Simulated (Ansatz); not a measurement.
Reaction (formal exchange of groups at the Si–C bond): `O[Si](O)(Cl)C[SiH2]Cl` + `FCCl` → `O[Si](O)(Cl)Cl` + `FCC[SiH2]Cl`

Program: Ansatz. Geometries: PBE0-D4/def2-TZVP. ΔE: electronic, gas phase. CCSD(T)/CBS is the MP2 limit (def2-TZVPP, def2-QZVPP) plus CCSD(T) − MP2 in def2-TZVPP, frozen cores. This one scheme is used for every species. Each species was taken in one conformer, which may not be the lowest.

```json
{"species": "`O[Si](O)(Cl)C[SiH2]Cl`", "HF/CBS(def2) energy (Eh)": "-1688.39908"}
{"species": "`FCCl`", "HF/CBS(def2) energy (Eh)": "-598.05466"}
{"species": "`O[Si](O)(Cl)Cl`", "HF/CBS(def2) energy (Eh)": "-1359.20839"}
{"species": "`FCC[SiH2]Cl`", "HF/CBS(def2) energy (Eh)": "-927.28786"}
```

(1) Work out ΔE.

Largest T1 diagnostic among the species: 0.010.

Answers

(1) ΔE = (-1359.20839) + (-927.28786) − (-1688.39908) − (-598.05466) = -0.04251 Eh = -111.6 kJ/mol. CCSD(T)/CBS gives -95.1 kJ/mol.

The D4 term adds +8.1 kJ/mol with B3LYP and +4.9 kJ/mol with PBE0; it sums over pairs of atoms, weighted by their polarisabilities, and B3LYP, whose exchange is more repulsive, gets the larger term. In def2-TZVPP, CCSD(T) changes the Hartree–Fock value by +17.2 kJ/mol (the triples alone add +3.6 kJ/mol) and MP2 by +15.2 kJ/mol.

B3LYP here is the variant with VWN-RPA as its local correlation; programs differ in this.
